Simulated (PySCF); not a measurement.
PySCF job for C2H5FO2Si, SMILES O([SiH2]F)C(C)=O, TDA-PBE/def2-SVPD. The structure is a stationary point at B3LYP-D3(BJ)/def2-SVP. The values are those of a single conformer.

```python
import numpy as np
from pyscf import gto, scf, dft, tdscf

mol = gto.M(
    atom='''
    Si    0.38826855   -1.28155604    0.00000000
    F    -0.71863513   -2.46312772   -0.00000000
    O    -0.56813854    0.13402341    0.00000000
    C     0.10365446    1.30303407   -0.00000000
    C    -0.79789499    2.50411211    0.00000000
    O     1.31381673    1.32384235   -0.00000000
    H     1.16739799   -1.38256696    1.24995757
    H     1.16739799   -1.38256696   -1.24995757
    H    -1.45185648    2.47360022    0.88502295
    H    -0.19910885    3.42206429   -0.00000000
    H    -1.45185647    2.47360023   -0.88502294
    ''',
    basis='def2-SVPD',
    charge=0,
    spin=0,
    symmetry=True,
    max_memory=1600,
    verbose=4,
)
mf = dft.RKS(mol, xc='pbe').density_fit(auxbasis='def2-universal-jkfit')
mf.grids.level = 3
mf.conv_tol = 1e-9
mf.max_cycle = 100
mf.kernel()
mf.grids = dft.Grids(mol).set(level=1).build(with_non0tab=True)  # coarser grid for the response kernel
td = tdscf.TDA(mf)
td.singlet = True
td.nstates = 10
td.conv_tol = 1e-4
td.positive_eig_threshold = 1e-6
td.kernel(x0=td.get_init_guess(mf, 15))
td.analyze()
tt = tdscf.TDA(mf)
tt.singlet = False
tt.nstates = 4
tt.conv_tol = 1e-4
tt.positive_eig_threshold = 1e-6
tt.kernel(x0=tt.get_init_guess(mf, 9))
tt.analyze(verbose=3)
```

It prints:

```
PySCF version 2.14.0

[INPUT] verbose = 4
[INPUT] num. atoms = 11
[INPUT] num. electrons = 56
[INPUT] charge = 0
[INPUT] spin (= nelec alpha-beta = 2S) = 0
[INPUT] symmetry True subgroup None
[INPUT] Mole.unit = angstrom
[INPUT] Symbol           X                Y                Z      unit          X                Y                Z       unit  Magmom
[INPUT]  1 Si     0.388268550000  -1.281556040000   0.000000000000 AA    0.733721222282  -2.421789928882   0.000000000000 Bohr   0.0
[INPUT]  2 F     -0.718635130000  -2.463127720000   0.000000000000 AA   -1.358023579191  -4.654636800624   0.000000000000 Bohr   0.0
[INPUT]  3 O     -0.568138540000   0.134023410000   0.000000000000 AA   -1.073626241410   0.253267539180   0.000000000000 Bohr   0.0
[INPUT]  4 C      0.103654460000   1.303034070000   0.000000000000 AA    0.195878540990   2.462377523277   0.000000000000 Bohr   0.0
[INPUT]  5 C     -0.797894990000   2.504112110000   0.000000000000 AA   -1.507803007263   4.732086073107   0.000000000000 Bohr   0.0
[INPUT]  6 O      1.313816730000   1.323842350000   0.000000000000 AA    2.482753797572   2.501699473601   0.000000000000 Bohr   0.0
[INPUT]  7 H      1.167397990000  -1.382566960000   1.249957570000 AA    2.206062479468  -2.612672903272   2.362077474627 Bohr   0.0
[INPUT]  8 H      1.167397990000  -1.382566960000  -1.249957570000 AA    2.206062479468  -2.612672903272  -2.362077474627 Bohr   0.0
[INPUT]  9 H     -1.451856480000   2.473600220000   0.885022950000 AA   -2.743611119375   4.674426957464   1.672450989455 Bohr   0.0
[INPUT] 10 H     -0.199108850000   3.422064290000   0.000000000000 AA   -0.376261195477   6.466764288754   0.000000000000 Bohr   0.0
[INPUT] 11 H     -1.451856470000   2.473600230000  -0.885022940000 AA   -2.743611100478   4.674426976361  -1.672450970557 Bohr   0.0

nuclear repulsion = 305.88066631614
point group symmetry = Cs
symmetry origin: [ 1.68725550e-09 -2.02470629e-09  3.37451091e-10]
symmetry axis x: [ 1.00000000e+00  1.09581027e-09 -7.96926532e-10]
symmetry axis y: [ 1.09581027e-09 -1.00000000e+00 -9.76678943e-11]
symmetry axis z: [ 7.96926532e-10 -9.76679046e-11  1.00000000e+00]
num. orbitals of irrep A' = 115
num. orbitals of irrep A" = 58
number of shells = 73
number of NR pGTOs = 251
number of NR cGTOs = 173
basis = def2-SVPD
ecp = {}


[settings echo left out]
init E= -618.777304972945
HOMO (A") = -0.345827909053529  LUMO (A") = -0.0950761521665222  gap/eV = 6.82330
cycle= 1 E= -618.07345316783  delta_E= 0.704  |g|=  1.1  |ddm|= 4.69
HOMO (A') = -0.0901476141671553  LUMO (A') = -0.0164744252101006  gap/eV = 2.00475
cycle= 2 E= -617.045774150321  delta_E= 1.03  |g|= 2.49  |ddm|= 5.91
HOMO (A') = -0.275548104379556  LUMO (A") = -0.0581178816061709  gap/eV = 5.91658
cycle= 3 E= -618.247956984935  delta_E= -1.2  |g|= 0.507  |ddm|= 4.85
HOMO (A') = -0.253552266442277  LUMO (A") = -0.0576439025567077  gap/eV = 5.33094
cycle= 4 E= -618.296201949229  delta_E= -0.0482  |g|= 0.16  |ddm|= 0.603
HOMO (A') = -0.254689304792823  LUMO (A") = -0.0587234824629053  gap/eV = 5.33250
cycle= 5 E= -618.300107800528  delta_E= -0.00391  |g|= 0.0651  |ddm|= 0.218
HOMO (A') = -0.253028719634545  LUMO (A") = -0.0575217656867237  gap/eV = 5.32002
cycle= 6 E= -618.301093633395  delta_E= -0.000986  |g|= 0.00874  |ddm|= 0.085
HOMO (A') = -0.253534977752947  LUMO (A") = -0.057792943738348  gap/eV = 5.32641
cycle= 7 E= -618.301112605668  delta_E= -1.9e-05  |g|= 0.00286  |ddm|= 0.015
HOMO (A') = -0.253659153141443  LUMO (A") = -0.0577645476906019  gap/eV = 5.33056
cycle= 8 E= -618.301114033115  delta_E= -1.43e-06  |g|= 0.00118  |ddm|= 0.00345
HOMO (A') = -0.253645965865476  LUMO (A") = -0.0577481850066945  gap/eV = 5.33065
cycle= 9 E= -618.301114265925  delta_E= -2.33e-07  |g|= 0.000191  |ddm|= 0.00136
HOMO (A') = -0.25367875126176  LUMO (A") = -0.0577798086277368  gap/eV = 5.33068
cycle= 10 E= -618.301114275719  delta_E= -9.79e-09  |g|= 4.57e-05  |ddm|= 0.000399
HOMO (A') = -0.253670870576958  LUMO (A") = -0.0577704152234908  gap/eV = 5.33072
cycle= 11 E= -618.301114276071  delta_E= -3.53e-10  |g|= 2.88e-05  |ddm|= 9.93e-05
HOMO (A') = -0.253676525266425  LUMO (A") = -0.0577775341156435  gap/eV = 5.33068
Extra cycle  E= -618.301114275722  delta_E= 3.49e-10  |g|= 4.98e-05  |ddm|= 0.000105
converged SCF energy = -618.301114275722
tot grids = 44792
Overwritten attributes  positive_eig_threshold  of <class 'pyscf.tdscf.rks.TDA'>


******** <class 'pyscf.tdscf.rks.TDA'> for <class 'pyscf.df.df_jk.DFSymAdaptedRKS'> ********
nstates = 10 singlet
deg_eia_thresh = 1.000e-03
wfnsym = None
conv_tol = 0.0001
eigh lindep = 1e-12
eigh level_shift = 0
eigh max_cycle = 100


Excitation energies (eV)
[5.54672796 6.4124637  6.48078042 6.91660322 7.18270059 7.39428539
 7.44257727 7.58245323 7.62641214 8.14688465]

** Singlet excitation energies and oscillator strengths **
Excited State   1:   A"      5.54673 eV    223.53 nm  f=0.0009
      28 -> 29        0.70620
Excited State   2:   A'      6.41246 eV    193.35 nm  f=0.0052
      28 -> 30       -0.58267
      28 -> 31       -0.40014
Excited State   3:   A'      6.48078 eV    191.31 nm  f=0.0230
      27 -> 29        0.22110
      28 -> 30       -0.37880
      28 -> 31        0.55226
Excited State   4:   A'      6.91660 eV    179.26 nm  f=0.0781
      26 -> 29        0.40888
      27 -> 29        0.52787
      28 -> 30        0.10453
      28 -> 31       -0.15144
Excited State   5:   A'      7.18270 eV    172.62 nm  f=0.0005
      26 -> 29       -0.11908
      28 -> 32        0.69509
Excited State   6:   A'      7.39429 eV    167.68 nm  f=0.0048
      28 -> 33        0.70561
Excited State   7:   A"      7.44258 eV    166.59 nm  f=0.0000
      25 -> 29       -0.70004
Excited State   8:   A"      7.58245 eV    163.51 nm  f=0.0053
      27 -> 30       -0.65833
      27 -> 31       -0.24134
Excited State   9:   A"      7.62641 eV    162.57 nm  f=0.0012
      27 -> 30        0.23809
      27 -> 31       -0.66010
Excited State  10:   A'      8.14688 eV    152.19 nm  f=0.0705
      24 -> 29        0.22092
      26 -> 29        0.42414
      27 -> 29       -0.29104
      28 -> 34        0.34403

** Transition electric dipole moments (AU) **
state          X           Y           Z        Dip. S.      Osc.
  1        -0.0000      0.0000     -0.0802      0.0064      0.0009
  2        -0.0521     -0.1740      0.0000      0.0330      0.0052
  3         0.1381     -0.3544     -0.0000      0.1446      0.0230
  4        -0.1210      0.6678     -0.0000      0.4606      0.0781
  5        -0.0145      0.0511     -0.0000      0.0028      0.0005
  6        -0.0238      0.1616     -0.0000      0.0267      0.0048
  7        -0.0000      0.0000     -0.0160      0.0003      0.0000
  8        -0.0000      0.0000      0.1693      0.0287      0.0053
  9         0.0000     -0.0000      0.0795      0.0063      0.0012
 10        -0.2542     -0.5372      0.0000      0.3532      0.0705

** Transition velocity dipole moments (imaginary part, AU) **
state          X           Y           Z        Dip. S.      Osc.
  1         0.0000     -0.0000      0.0113      0.0001      0.0004
  2        -0.0062     -0.0410     -0.0000      0.0017      0.0049
  3         0.0185     -0.0632      0.0000      0.0043      0.0121
  4        -0.0523      0.1109     -0.0000      0.0150      0.0395
  5        -0.0111      0.0312     -0.0000      0.0011      0.0028
  6        -0.0152      0.0420     -0.0000      0.0020      0.0049
  7        -0.0000     -0.0000      0.0110      0.0001      0.0003
  8         0.0000      0.0000      0.0230      0.0005      0.0013
  9        -0.0000     -0.0000      0.0104      0.0001      0.0003
 10         0.0623     -0.0911     -0.0000      0.0122      0.0271

** Transition magnetic dipole moments (imaginary part, AU) **
state          X           Y           Z
  1         0.7802     -0.0004      0.0000
  2        -0.0000     -0.0000     -0.2923
  3        -0.0000     -0.0000      1.1824
  4         0.0000     -0.0000     -0.3856
  5         0.0000      0.0000     -0.3879
  6         0.0000      0.0000     -0.0136
  7         0.1477      0.5135     -0.0000
  8         0.4054      1.1479      0.0000
  9        -0.4612      0.2810      0.0000
 10        -0.0000      0.0000     -0.4394


******** <class 'pyscf.tdscf.rks.TDA'> for <class 'pyscf.df.df_jk.DFSymAdaptedRKS'> ********
nstates = 4 triplet
deg_eia_thresh = 1.000e-03
wfnsym = None
conv_tol = 0.0001
eigh lindep = 1e-12
eigh level_shift = 0
eigh max_cycle = 100


Excitation energies (eV)
[5.01798962 5.98659918 6.29073749 6.35813609]

** Triplet excitation energies and oscillator strengths **
Excited State   1:   A"      5.01799 eV    247.08 nm  f=0.0000
Excited State   2:   A'      5.98660 eV    207.10 nm  f=0.0000
Excited State   3:   A'      6.29074 eV    197.09 nm  f=0.0000
Excited State   4:   A'      6.35814 eV    195.00 nm  f=0.0000
```

The calculation finished and met its thresholds.
